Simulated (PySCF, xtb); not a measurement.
C3H7FSi, SMILES F[SiH2]C1CC1.

GFN2-xTB (xtb 6.7.1) at its own geometry gives an orbital gap of 6.00 eV and a dipole moment of 1.98 D.

Geometry optimised at PBE-D3(BJ)/def2-SVP. The structure was generated by enumeration, and PubChem lists no compound with its InChIKey, so it may never have been made. Other conformers were not sampled.

Problem. What does PBE0/def2-TZVP in PySCF give? (The exact figures need the calculation; the answer reports its results.)

Solution. gap 8.80 eV (levels -8.49 and 0.32 eV), dipole 2.13 D.
